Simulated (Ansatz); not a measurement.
Species: C$_{4}$H$_{9}$O$_{2}$, charge 0, multiplicity 2. It need not be the lowest isomer of its formula. 
Coordinates optimised at B3LYP-D3(BJ)/def2-TZVP (Ansatz, a quantum-chemistry and plane-wave program):
SMILES: [CH2]C(OC)OC
```xyz
15

C      0.1203    -1.8666    -0.2407
C     -0.2438    -0.4465    -0.0307
O      0.8607     0.3064     0.4984
C      1.0153     0.2039     1.8987
O     -0.5877     0.1054    -1.2576
C     -1.0999     1.4272    -1.1789
H      0.0839    -2.5697     0.5780
H      0.5751    -2.1556    -1.1767
H     -1.0779    -0.3456     0.6869
H      1.3073    -0.8054     2.2092
H      0.0919     0.4790     2.4245
H      1.8047     0.8979     2.1824
H     -1.9699     1.4682    -0.5120
H     -1.4082     1.7020    -2.1855
H     -0.3419     2.1266    -0.8224
```
Charge 0, spin multiplicity 2.

Total electronic energies in hartree. Correlated levels leave the core frozen unless marked. Open shells are spin-unrestricted. No spin-orbit coupling. Non-relativistic unless marked X2C. CBS marks a two-point X^-3 extrapolation of the correlation energy; Hartree-Fock from the larger set. The bracket is a focal-point correction in the basis named.

```tsv
level	program	energy (Eh)
HF/6-31G*	Ansatz	-306.35453
SVWN5/def2-TZVPD	Ansatz	-305.76275
PBE/def2-TZVPD	Ansatz	-307.93904
PBE0/6-31G*	Ansatz	-307.83658
PBE0/def2-SVP	Ansatz	-307.61212
PBE0-D3(BJ)/def2-TZVPD	Ansatz + dftd3	-307.97182
r2SCAN0-D4/def2-TZVPD	Ansatz + dftd4	[?]
CAM-B3LYP-D4/def2-TZVPD	Ansatz + dftd4	-308.18995
CAM-B3LYP/def2-TZVPD	Ansatz	-308.18159
LC-wPBE/def2-TZVPD	Ansatz	-308.13435
B2GP-PLYP-D3(BJ)/def2-TZVPD	Ansatz + dftd3	[?]
PBE-QIDH/def2-TZVPD	Ansatz	-307.91261
RPA@PBE/cc-pVTZ	Ansatz	-308.26247
MP2/cc-pVDZ	Ansatz	-307.28615
SCS-MP2/STO-3G	Ansatz	-302.76779
SCS-MP2/6-31G	Ansatz	-306.79733
SCS-MP2/6-31G*	Ansatz	-307.18795
CCSD/6-31G	Ansatz	-306.85228
CCSD/cc-pVDZ	Ansatz	-307.35202
CCSD(T)/cc-pVTZ	Ansatz	-307.70526
X2C-CCSD(T)/cc-pVTZ-DK	Ansatz	-307.86756
RI-MP2/CBS(cc-pVTZ,cc-pVQZ)+[CCSD(T)-MP2]/cc-pVDZ	Ansatz	-307.8625
RI-MP2/CBS(cc-pVTZ,cc-pVQZ)+[CCSD(T)-MP2]/cc-pVTZ	Ansatz	-307.8650
```

Task: Complete the blanks.

Result: 
- r2SCAN0-D4/def2-TZVPD, energy (Eh): -308.11480
- B2GP-PLYP-D3(BJ)/def2-TZVPD, energy (Eh): -308.01001
